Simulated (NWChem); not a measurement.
# CH$_{5}$ClFNSi; SMILES FC[Si@@H](N)Cl

```xyz
10

N     -1.8713    -0.2115     0.2880
Si    -0.3135     0.0518    -0.3723
Cl     0.5482     1.9244     0.0702
C      0.9213    -1.2042     0.3336
F      0.5445    -2.4878    -0.0745
H     -2.6929     0.1539    -0.1780
H     -2.0197    -0.2988     1.2862
H     -0.4365    -0.0217    -1.8427
H      0.9507    -1.1756     1.4317
H      1.9387    -1.0028    -0.0258
```
Atoms are numbered in this order, from 1.

Program: NWChem. Medium grid unless said otherwise, to which SCAN and Minnesota functionals are sensitive. Coordinates come from a B3LYP/6-31G* (spherical d) optimisation. Hybrids' shares of exact exchange are those that their runs print; pure functionals count as 0. The functionals differ in more than this share.

| row | share of exact exchange | highest occupied level (eV) |
|---|---|---|
| PBE/def2-SVP | 0.00 | -6.34 |
| LDA (Slater exchange, VWN5)/def2-SVP | 0.00 | -6.46 |
| TPSSh/def2-SVP | 0.10 | -7.08 |
| B3LYP/def2-SVP | 0.20 | -7.55 |
| M06-2X/def2-SVP | 0.54 | -9.29 |
| Hartree-Fock/def2-SVP | 1.00 | withheld |

Q: Fit a straight line of the last column on the one before it, predict the withheld value, and compare with the run.

A: 
1. Means of the 5 shown rows: x = 0.168, y = -7.344. Slope Σ(x − x̄)(y − ȳ)/Σ(x − x̄)² = -1.066/0.2005 = -5.315; intercept -6.451.
2. The shown rows scatter about the line by 0.070 (root mean square); the largest residual is +0.11, at PBE/def2-SVP.
3. At x = 1.00 (Hartree-Fock/def2-SVP; beyond the shown range) the line gives -11.77.
4. The run gives -11.54, +0.23 from the line, 3.3 times the scatter.
